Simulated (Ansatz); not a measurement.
C2H10OSi2 can be A, `CO[SiH](C)[SiH3]`, or B, `CC[SiH](O)[SiH3]`.

Isolated molecules relaxed with PBE0-D4/def2-TZVP in Ansatz; ΔE leaves out vibrations. CBS: MP2 limit from def2 TZ/QZ plus the TZ coupled-cluster correction, frozen cores. Functionals use def2-TZVPP. B3LYP here is the variant with VWN-RPA as its local correlation; programs differ in this. Each species was taken in one conformer, which may not be the lowest.

Task: Which isomer does CCSD(T)/CBS put lower? Give the gap. (Best estimate.)

Result: Computed: B, by 10.5 kcal/mol.

Task: Give E(B) − E(A) in kcal/mol with r2SCAN-D4, CCSD/def2-TZVPP, PBE-D4, HF/def2-TZVPP, MP2/def2-TZVPP, B2PLYP, B3LYP-D4. (Best estimate.)

Result: Computed: r2SCAN-D4 -9.5, CCSD/def2-TZVPP -9.9, PBE-D4 -9.7, HF/def2-TZVPP -7.6, MP2/def2-TZVPP -11.1, B2PLYP -9.3, B3LYP-D4 -8.6. None reverses the order clearly.

Largest T1 diagnostic: 0.011.

In def2-TZVPP, CCSD(T) changes the Hartree–Fock value by −2.4 kcal/mol (the triples alone add −0.1 kcal/mol) and MP2 by −3.5 kcal/mol.
